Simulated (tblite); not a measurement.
Problem. What does the GFN2-xTB structure of `COC1=CCCP1C` look like in three dimensions?

Solution. 
Z-matrix in Å and degrees, rows numbered from 1:
```
C 
O   1  1.4074
C   2  1.3553  1  116.89
C   3  1.3302  2  130.39  1     0.20
C   4  1.4989  3  115.80  2  -178.49
C   5  1.5355  4  108.02  3   -13.30
P   3  1.8364  2  114.37  1  -179.57
C   7  1.8607  3   96.68  2    88.96
H   1  1.0886  2  106.29  3   179.45
H   1  1.0952  2  111.11  3    60.24
H   1  1.0949  2  111.04  3   -61.33
H   4  1.0787  3  125.23  2    -0.30
H   5  1.0955  4  109.64  3   107.66
H   5  1.0928  4  110.75  3  -134.65
H   6  1.0905  5  112.70  4   141.87
H   6  1.0927  5  109.99  4   -98.26
H   8  1.0882  7  108.39  3   -72.78
H   8  1.0886  7  108.79  3   169.26
H   8  1.0884  7  111.42  3    47.95
```

P7 (phosphine phosphorus) is pyramidal (angles 99.7°, 96.7° and 88.4°, sum 284.8°, 0.97 Å off the plane of its three neighbours). Of the pairs four or more bonds apart, C1···H12 is among the closest relative to their van der Waals radii: 2.71 Å, 93 % of the sum of Bondi's values. The 3 C–P bonds span 1.836 Å (C3–P7, drawn single) to 1.870 Å (C6–P7, drawn single), a spread of 0.034 Å. The C–O distances run from 1.355 Å (O2–C3, drawn single) to 1.407 Å (C1–O2, drawn single), a spread of 0.052 Å.

The geometry is computed with GFN2-xTB (gas phase).

Point group: C1 (no symmetry element, even within 0.4 Å). Its GFN2-xTB frequencies are all real (lowest 77 cm⁻¹). One conformer, not necessarily the lowest (C1–O2–C3–C4 0°, C3–C4–C5–C6 -13°, C4–C5–C6–P7 19°, C5–C6–P7–C8 81°, O2–C3–P7–C6 -171°).
